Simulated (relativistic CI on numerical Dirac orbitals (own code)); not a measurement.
## Slater and spin-orbit integrals, Sb³²⁺

Computed by Dirac-Coulomb-Breit CI, separate exchange-only KLI orbitals for each configuration, QED by a radiative potential, unscaled Slater integrals (own radial code, finite nucleus).

Slater integrals F^k, G^k are unscaled and averaged over j, outside the closed core [Ne]; ζ comes from projecting the Hamiltonian with its Breit term on Σ l·s of the shell.

- 3s2 3p6 3d: ζ(3d) = 40703 cm⁻¹; <r>(3d) = 0.2638, <r^2>(3d) = 0.08064 (bohr units).
- 3s2 3p5 3d2: ζ(3p) = 307380, F^2(3d,3d) = 386670, F^4(3d,3d) = 249760, F^2(3p,3d) = 335560, G^1(3p,3d) = 358740, G^3(3p,3d) = 239520, ζ(3d) = 40174 cm⁻¹; <r>(3p) = 0.2964, <r^2>(3p) = 0.1014, <r>(3d) = 0.2643, <r^2>(3d) = 0.08096 (bohr units).
- 3s 3p6 3d2: F^2(3d,3d) = 386270, F^4(3d,3d) = 249490, G^2(3s,3d) = 269480, ζ(3d) = 40444 cm⁻¹; <r>(3s) = 0.3041, <r^2>(3s) = 0.1054, <r>(3d) = 0.2646, <r^2>(3d) = 0.08112 (bohr units).

(1) Give the Racah parameters of the d shell in 3s2 3p5 3d2.

Averages of the first 10 configurations, taken without configuration mixing, which lowers the lowest level and can move excited configurations by several eV; other configurations of the list can lie among them:

```json
{"Configuration": "3s2 3p6 3d", "Parity": "even", "States": "10", "Average energy above the lowest level (eV)": "8.1"}
{"Configuration": "3s2 3p5 3d2", "Parity": "odd", "States": "270", "Average energy above the lowest level (eV)": "200.6"}
{"Configuration": "3s 3p6 3d2", "Parity": "even", "States": "90", "Average energy above the lowest level (eV)": "364.6"}
{"Configuration": "3s2 3p6 4s", "Parity": "even", "States": "2", "Average energy above the lowest level (eV)": "794.0"}
{"Configuration": "3s2 3p6 4p", "Parity": "odd", "States": "6", "Average energy above the lowest level (eV)": "853.8"}
{"Configuration": "3s2 3p6 4d", "Parity": "even", "States": "10", "Average energy above the lowest level (eV)": "931.4"}
{"Configuration": "3s2 3p5 3d 4s", "Parity": "odd", "States": "120", "Average energy above the lowest level (eV)": "979.7"}
{"Configuration": "3s2 3p6 4f", "Parity": "odd", "States": "14", "Average energy above the lowest level (eV)": "995.2"}
{"Configuration": "3s2 3p5 3d 4p", "Parity": "even", "States": "360", "Average energy above the lowest level (eV)": "1039.7"}
{"Configuration": "3p6 3d3", "Parity": "even", "States": "120", "Average energy above the lowest level (eV)": "728.4"}
```

## Answers

(1) B = F²/49 − 5F⁴/441 = 5059 cm⁻¹ and C = 35F⁴/441 = 19822 cm⁻¹.
